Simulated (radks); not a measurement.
Valence configurations of Cl II (all share [Ne]). All-electron calculation, Dirac Kohn-Sham, PBE, spin-unpolarised, spherical densities, finite nucleus; open shells fill j = l - 1/2 first; Fermi nuclear charge, rms radius 3.3654 fm. Program: a radial shooting solver on a logarithmic mesh with Libxc functionals. Energies are relative to 3s2 3p4; eigenvalues in eV.

valence      E (eV)  e(3p1/2)  e(3p3/2)  e(3s1/2)
3s2 3p4       0.000   -19.507   -19.364   -32.077
3s1 3p5      12.755   -20.074   -19.929   -32.725
3p6          25.590   -20.616   -20.467         -
3s0.5 3p5.5  19.163   -20.348   -20.201   -33.036
3s1.5 3p4.5   6.367   -19.794   -19.650   -32.405

NIST lists [Ne] 3s2 3p4 as the ground configuration; this level of theory agrees among the configurations tried. The energies are those of spherical spin-averaged densities, not of single terms.
